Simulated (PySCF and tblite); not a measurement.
Results of a calculation; reference values are marked as such.
2 diastereomers of C₂H₁₆GeSi₅, numbered alike:

```tsv
isomer	SMILES	descriptors (one enantiomer)
A	[CH3:1][Si:2]1([CH3:3])[Si@H:4]([SiH3:5])[GeH2:6][Si@H:7]1[SiH3:8]	4S, 7S
B	[CH3:1][Si:2]1([CH3:3])[Si@H:4]([SiH3:5])[GeH2:6][Si@@H:7]1[SiH3:8]	4S, 7R
```

Protocol: conformer search, at most 3 conformers an isomer, GFN2-xTB geometries, energies PBE0/def2-SVP (IEF-PCM, dichloromethane) (D3(BJ) added where defined), GIAO shieldings KT3/pcSseg-1 (IEF-PCM, dichloromethane), weights at 298.15 K with GFN2-xTB thermal terms. Programs: PySCF with density fitting and tblite.

**Question.** What shifts does each isomer give (ppm)?

**Answer.** 
A: ¹H (against TMS): 0.55 (H1/H3, 6H). ¹³C (against TMS): 3.3 (C1/C3). ²⁹Si (against TMS): 9.4 (Si2), -83.0 (Si4/Si7), -110.8 (Si5/Si8).

B: ¹H (against TMS): 0.61 (H1, 3H), 0.49 (H3, 3H). ¹³C (against TMS): 5.0 (C1), 1.1 (C3). ²⁹Si (against TMS): 7.7 (Si2), -83.2 (Si4/Si7), -109.8 (Si5/Si8). H not on carbon is left out.

Spin–orbit effects of the heavy atoms on shieldings are missing. Unscaled ²⁹Si shifts at such levels can be off by tens of ppm; differences between conformers or isomers are more reliable. Shifts are unscaled: against experiment ¹³C can be off by 15 ppm or more and ¹H by 0.8 ppm. GFN2-xTB leaves a saturated small ring flat here that puckers in reality.
